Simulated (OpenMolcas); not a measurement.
Cr II.

```yaml
Program: OpenMolcas 26.06
Basis: ANO-RCC-VDZP [5s4p2d1f]
Scalar_Hamiltonian: X2C, point nucleus
Active_space: 5 electrons in 5 orbitals (3d)
State_averaging: 2S+1 = 6 even, 1 root; 2S+1 = 4 even, 24 roots (17 in the spin-orbit step); 2S+1 = 2 even, 75 roots (13 in the spin-orbit step)
Spin-orbit_coupling: RASSI with atomic mean-field integrals over the reference wave functions, term energies averaged over their components
```

Two sets of levels on these reference wave functions, in cm-1 above 3d5 6S 5/2: one from CASSCF and one from SS-CASPT2, IPEA 0.25 Eh, imaginary shift 0.1 Eh (closed shells correlated: 3s 3p).

```tsv
Level	Set 1	Set 2
3d5 6S 5/2	0.0	0.0
3d5 4G 11/2	25830	22820
3d5 4G 5/2	25830	22820
3d5 4G 7/2	25830	22820
3d5 4G 9/2	25830	22820
3d5 4P 5/2	29670	24100
3d5 4P 3/2	29680	24100
3d5 4P 1/2	29700	24120
3d5 4D 7/2	32170	27160
3d5 4D 1/2	32180	27170
3d5 4D 3/2	32200	27190
3d5 4D 5/2	32210	27200
```

Q: Which set is which?

A: Set 2 is SS-CASPT2. Its levels of the other terms of 3d5 lie at 0.81 to 0.88 of the other set's values, as expected, since terms of lower spin or lower L gain more correlation energy than the Hund ground term. Against 7 measured levels (NIST Handbook of Basic Atomic Spectroscopic Data) the mean absolute deviation is 2300 cm-1 with it and 6400 cm-1 without; single levels miss by up to 2300 cm-1 with it.

CASPT2 does not keep the components of a term degenerate, so their means are used; among the terms shown or strongly mixed into the levels shown the widest spread is 110 cm-1 (3d5 4G, SS-CASPT2). Some high roots are left out of the spin-orbit mixing, which shifts the levels that they would mix with. Without dynamic correlation excited terms often stand tens of per cent too high (terms of higher spin than the ground term too low), and those without a measured partner can miss by more than the paired ones (holds for CASSCF). Computed and measured levels are paired by configuration, term and J; levels that our copy of the source lacks, or whose pairing is in doubt (as where it misses far off the trend of its configuration), stay unpaired and out of the deviations. Only configurations of the active space appear. Levels that lie high or do not pair safely by name in every column are left out.
